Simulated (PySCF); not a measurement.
WH5, SMILES [WH5] (connectivity only; charge and spin as stated), neutral, multiplicity 2.

The structure is a stationary point at B3LYP-D3(BJ)/def2-TZVPD. The spin state was assumed, not searched. The def2 effective core potentials stand for the cores of W; spin–orbit coupling is left out.

Two levels are set side by side: PBE/def2-TZVPD (PySCF) and CAM-B3LYP/def2-TZVPD (PySCF). Same geometry, gas phase. Differences are taken from unrounded values.

```tsv
quantity	CAM-B3LYP	PBE	PBE minus CAM-B3LYP
α-spin orbital gap (eV)	6.48	1.79	-4.68
β-spin orbital gap (eV)	8.35	3.46	-4.89
dipole moment (D)	0.90	0.89	-0.01
mean polarisability (bohr³)	51.8	53.6	1.8
```

Loosely held outer electrons make PBE densities more polarisable. Differences between two approximate levels are no errors against the true value.

Rough cost on one machine, each run with all the roots and properties that it gave: CAM-B3LYP against PBE within a factor of 2.
